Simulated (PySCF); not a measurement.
H: excitation energy

H 1s1 (2S) → H 2p1 (2P), as a difference of total energies. Computed with PySCF 2.14 in aug-cc-pVQZ with one added diffuse shell each of s, p, d, f type (6s5p4d3f, 62 functions), with the non-relativistic Hamiltonian (point nucleus). The calculations carry no spin-orbit coupling.

```tsv
method	excitation energy (eV)	error (eV)
UHF	10.208	+0.009
LDA	9.426	-0.773
PBE	9.791	-0.408
PBE0	9.903	-0.296
r2SCAN	9.962	-0.237
BLYP	9.777	-0.422
wB97M-V	10.134	-0.065
BP86	9.695	-0.504
HSE06	9.900	-0.299
```

Reference: 10.199 eV (measured; NIST levels, between the centres of gravity of the two terms).
